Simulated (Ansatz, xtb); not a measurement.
## Ranking isomers of FH4NPSi

9 gas-phase structures of FH4NPSi, found in a search over its isomers (lower ones may exist). Each was relaxed with GFN2-xTB; where two conformers were screened, the lower at r2SCAN-D4/def2-SVP is listed:

A. `N[Si](F)P`, a doublet
B. `F[SiH2][N]P`, a doublet
C. `[NH]P[SiH2]F`, a doublet
D. `F[SiH2]N[PH]`, a doublet
E. `F[P]N[SiH3]`, a doublet
F. `N[Si@H](F)[PH]`, a doublet
G. `F[SiH]NP`, a doublet
H. `N[P][SiH2]F`, a doublet
I. `FP[N][SiH3]`, a doublet

**Question.** Estimate their order in r2SCAN-D4/def2-SVP energy at these geometries, lowest first.

**Answer.** Calculated order at r2SCAN-D4/def2-SVP: F (0.000), D (0.179), A (0.292), H (0.654), G (0.986), B (0.995), E (1.321), C (1.807), I (2.017) eV. Less than 1 kcal/mol parts G and B, so the order within that pair means little.

Energies above the lowest of each column, in eV; the last columns are at B3LYP/6-31G* geometries and were run for some of them only (a dash: not run or not comparable):

```json
{"structure": "F", "GFN2-xTB": "0.610", "HF/STO-3G": "0.142", "r2SCAN-D4/def2-SVP": "0.000", "B3LYP/6-31G*": "0.000", "CCSD(T)/def2-SVP + ΔMP2/def2-TZVPP": "0.000"}
{"structure": "D", "GFN2-xTB": "0.000", "HF/STO-3G": "0.000", "r2SCAN-D4/def2-SVP": "0.179", "B3LYP/6-31G*": "0.185", "CCSD(T)/def2-SVP + ΔMP2/def2-TZVPP": "0.208"}
{"structure": "A", "GFN2-xTB": "0.896", "HF/STO-3G": "0.618", "r2SCAN-D4/def2-SVP": "0.292", "B3LYP/6-31G*": "0.441", "CCSD(T)/def2-SVP + ΔMP2/def2-TZVPP": "–"}
{"structure": "H", "GFN2-xTB": "0.574", "HF/STO-3G": "0.590", "r2SCAN-D4/def2-SVP": "0.654", "B3LYP/6-31G*": "0.677", "CCSD(T)/def2-SVP + ΔMP2/def2-TZVPP": "–"}
{"structure": "G", "GFN2-xTB": "0.809", "HF/STO-3G": "1.034", "r2SCAN-D4/def2-SVP": "0.986", "B3LYP/6-31G*": "–", "CCSD(T)/def2-SVP + ΔMP2/def2-TZVPP": "–"}
{"structure": "B", "GFN2-xTB": "0.490", "HF/STO-3G": "1.256", "r2SCAN-D4/def2-SVP": "0.995", "B3LYP/6-31G*": "–", "CCSD(T)/def2-SVP + ΔMP2/def2-TZVPP": "–"}
{"structure": "E", "GFN2-xTB": "0.288", "HF/STO-3G": "0.397", "r2SCAN-D4/def2-SVP": "1.321", "B3LYP/6-31G*": "–", "CCSD(T)/def2-SVP + ΔMP2/def2-TZVPP": "–"}
{"structure": "C", "GFN2-xTB": "1.003", "HF/STO-3G": "1.819", "r2SCAN-D4/def2-SVP": "1.807", "B3LYP/6-31G*": "–", "CCSD(T)/def2-SVP + ΔMP2/def2-TZVPP": "–"}
{"structure": "I", "GFN2-xTB": "0.905", "HF/STO-3G": "1.835", "r2SCAN-D4/def2-SVP": "2.017", "B3LYP/6-31G*": "–", "CCSD(T)/def2-SVP + ΔMP2/def2-TZVPP": "–"}
```

CCSD(T)/def2-SVP + ΔMP2/def2-TZVPP puts F lowest of those it was run on; GFN2-xTB picks D, HF/STO-3G picks D. Some further structures that were screened fall inside this span and aren't listed. Flexible structures stand in one conformer each, not always the lowest. Frequencies (B3LYP/6-31G*) were run for D, F alone. Open shells are spin-unrestricted. ΔMP2 is the change of the MP2 energy from the smaller to the larger basis.

Over these structures GFN2-xTB departs from r2SCAN-D4/def2-SVP by 0.503 eV on average once a common shift is removed. A GFN2-xTB relaxation took about 0.078 s and the r2SCAN-D4/def2-SVP energy about 1.8 s on a shared host (Ansatz 0.2.0, xtb 6.7.1 (Pople sets with spherical d functions)).
